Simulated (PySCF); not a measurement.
**³¹P chemical shifts**

Non-relativistic Hamiltonian, no solvent model, equivalent nuclei averaged, single conformer. Structure optimised with GFN2-xTB; shieldings: GIAO PBE0/pcSseg-1; PySCF.

Shieldings were converted by a linear fit to measured shifts: ³¹P: δ = 270.09 − 0.828σ (rms 18.1 ppm, 64 shifts vs H3PO4, solution or neat liquid). Occasional misses reach two or three times the rms, and more in compound classes unlike the fitted ones.

(1) Give the ³¹P shifts of `C=CP(C#CC)C(F)(F)F`, `C#CC#CC[Si@H](P)O[SiH3]`.

(2) Match the shifts 147.7, 19.5, -16.3, -42.0, -236.2 ppm to `FC(F)(F)Cp1cccc1`, `P[SiH]1CCCC1`, `COc1ccc(/P=C\F)cc1`, `C=Cc1pc(F)oc1C1CC1`, `C1CPCC[SiH2]1`.

## Answers

(1) 
```
               compound                   environment  δ (ppm)
     C=CP(C#CC)C(F)(F)F      phosphorus bonded to 3 C    -22.4
C#CC#CC[Si@H](P)O[SiH3]  phosphorus bonded to Si, 2 H   -233.7
```

(2) 147.7: COc1ccc(/P=C\F)cc1 (phosphorus bonded to 2 C); 19.5: C=Cc1pc(F)oc1C1CC1 (phosphorus bonded to 2 C, in a 5-membered ring); -16.3: FC(F)(F)Cp1cccc1 (ring phosphorus); -42.0: C1CPCC[SiH2]1 (phosphorus bonded to 2 C, H, in a 6-membered ring); -236.2: P[SiH]1CCCC1 (phosphorus bonded to Si, 2 H).
